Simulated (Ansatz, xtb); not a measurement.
Ligand exchange: HBr + C3H7I → HI + C3H7Br

Species: HBr, singlet; C3H7I (1-iodopropane) `CCCI`, singlet; HI, singlet; C3H7Br (1-bromopropane) `CCCBr`, singlet. The partners trade Br for I: H–Br and C–I bonds give way to H–I and C–Br.

Shapes, held fixed at every level: PBE0-D4/def2-TZVP. Flexible molecules stand in one conformer, not always the lowest. Programs: Ansatz 0.2.0, xtb 6.7.1. Electronic energies: no zero-point or thermal term.

| level | kind | ΔE (kJ/mol) | less CCSD(T)/def2-TZVPP |
| --- | --- | --- | --- |
| GFN1-xTB | semi-empirical | -31.4 | -39.2 |
| HF/def2-TZVPP | Hartree–Fock | +0.7 | -7.1 |
| r2SCAN-D4/def2-TZVPP | meta-GGA | +7.0 | -0.8 |
| wB97M-V/def2-TZVPP | range-separated hybrid | +5.9 | -1.9 |
| B2PLYP/def2-TZVPP | double hybrid | +6.8 | -1.0 |
| MP2/def2-TZVPP | perturbation theory | +11.6 | +3.8 |
| CCSD/def2-TZVPP | coupled cluster or CI | +6.1 | -1.7 |
| CCSD(T)/def2-TZVPP | coupled cluster or CI | +7.8 | 0.0 |

The highest level, CCSD(T)/def2-TZVPP, gives ΔE = +7.8 kJ/mol; the levels span -31.4 to +11.6. They disagree on the sign: 7 of 8 are positive. The column of differences is taken from that level and isn't an error. No measured value is set beside it here. For atoms past krypton def2 sets carry core potentials with scalar relativity. Relativity is left out for Br unless named. Correlated rows may include outer-core shells of Br, I, which these sets cover unevenly.
